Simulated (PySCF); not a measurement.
C3H3N3, charge +1, multiplicity 2. Atoms are numbered in the order given.

```xyz
9

C      0.0000     1.1876     0.6715
N      0.0000     1.1889    -0.6718
C      0.0000     0.0000    -1.2753
N      0.0000    -1.1889    -0.6718
C      0.0000    -1.1876     0.6715
N      0.0000     0.0000     1.2676
H      0.0000     2.1246     1.2570
H      0.0000     0.0000    -2.3883
H      0.0000    -2.1246     1.2570
```
Charge +1, spin multiplicity 2.

Geometry: PBE-D3(BJ)/def2-SVP. The spin state was assumed, not searched.

The numbers are results of TDA-PBE/def2-SVPD (PySCF), not measurements.

Vertical excitations. Isolated molecule, no solvent.

Computed lowest excited states:
```tsv
state	energy (eV)	λ (nm)	f	main pairs
root 1	0.84	1474	0.008	β HOMO→LUMO 96 %
root 2	2.58	481	0.000	β HOMO−1→LUMO 99 %
root 3	2.65	469	0.000	β HOMO−2→LUMO 98 %
root 4	3.32	374	0.000	α HOMO→LUMO 17 %, β HOMO→LUMO+1 81 %
root 5	3.55	349	0.065	β HOMO−3→LUMO 86 %
root 6	3.57	347	0.000	α HOMO→LUMO+1 7 %, β HOMO→LUMO+2 91 %
root 7	3.98	312	0.005	α HOMO→LUMO 81 %, β HOMO→LUMO+1 17 %
root 8	3.98	311	0.000	α HOMO→LUMO+1 91 %, β HOMO→LUMO+2 6 %
root 9	4.23	293	0.000	α HOMO−1→LUMO 94 %
root 10	4.35	285	0.004	α HOMO−1→LUMO+1 97 %
```
Unrestricted roots are not spin-pure.
